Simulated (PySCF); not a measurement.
**Calcium: a sound run and one with changed settings**

Sound run: Ca [Ar] 4s2, Ca⁺ [Ar] 4s1. All numbers are calculated (PySCF 2.14, scalar relativity by spin-free X2C-1e, in aug-cc-pVDZ-X2C (6s5p3d, 36 functions)). The sound run starts from symmetry-adapted Hartree-Fock orbitals and uses a fine grid where one is needed.

A second run was set up differently.

| species | method | sound run (hartree) | changed run (hartree) | converged |
| --- | --- | --- | --- | --- |
| Ca | UHF | -679.62922 | -679.62922 | yes |
| Ca | B3LYP | -680.47376 | -682.31284 | yes |
| Ca | PBE0 | -680.27286 | -681.85322 | yes |
| Ca⁺ | UHF | -679.44009 | -679.44009 | yes |
| Ca⁺ | B3LYP | -680.24587 | -682.06489 | yes |
| Ca⁺ | PBE0 | -680.05055 | -681.60960 | yes |

Ionisation energy of Ca:

```tsv
method	sound run (eV)	changed run (eV)
UHF	5.147	5.147
B3LYP	6.201	6.747
PBE0	6.049	6.629
```

What was changed?
A. radial grid too coarse
B. minimal basis
C. level shift left on
D. a valence shell is frozen

A. It used radial step 1.2 in ln r (0.13 in the sound run). A coarse radial grid mis-integrates the density and the exchange-correlation energy, with errors of either sign; Hartree-Fock needs no grid.
